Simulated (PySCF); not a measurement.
From one molecule to another.

First species: Ti(OPh)Cl3, C6H5Cl3OTi (singlet state).
SMILES: `[Cl][Ti]([Cl])([Cl])[O]c1ccccc1`

Second species: 2-methylnaphthalene, C₁₁H₁₀.
SMILES: `Cc1ccc2ccccc2c1`

Levels: CAM-B3LYP/def2-SVPD for HOMO energy, LUMO energy, HOMO–LUMO gap and static isotropic polarisability; TDDFT CAM-B3LYP/def2-SVPD for lowest singlet excitation; TDA CAM-B3LYP/def2-SVPD for lowest triplet excitation (Tamm–Dancoff). Geometries: PBE0-D3(BJ)/def2-SVP. Each species is one conformer at its optimised geometry, gas phase, non-relativistic unless stated. Electronic properties by PySCF.

Values for the first species:

```
HOMO energy                              : -8.61 eV
LUMO energy                              : -2.28 eV
HOMO–LUMO gap                            : 6.33 eV
Lowest singlet excitation                : 3.56 eV
Lowest triplet excitation (Tamm–Dancoff) : 3.17 eV
Static isotropic polarisability          : 160.9 au
```

Estimate the same properties for the second species, and the change in each.

```csv
property,first,second,second less first
HOMO energy,-8.61 eV,-7.34 eV,+1.27 eV
LUMO energy,-2.28 eV,-0.11 eV,+2.17 eV
HOMO–LUMO gap,6.33 eV,7.23 eV,+0.90 eV
lowest singlet excitation,3.56 eV,4.53 eV,+0.97 eV
lowest triplet excitation (Tamm–Dancoff),3.17 eV,3.08 eV,-0.09 eV
static isotropic polarisability,160.9 au,131.2 au,-29.7 au
```

On the first: No computed singlet falls in the visible range (750 to 380 nm, 1.65 to 3.26 eV); S1 lies 0.30 eV above its blue end. The principal polarisabilities are 119.5, 151.5 and 211.8 au; their mean is the isotropic value.

On the second: No computed singlet falls in the visible range (750 to 380 nm, 1.65 to 3.26 eV); S1 lies 1.27 eV above its blue end. The 10 singlets span 4.53 to 6.76 eV, and their oscillator strengths add up to 1.81.
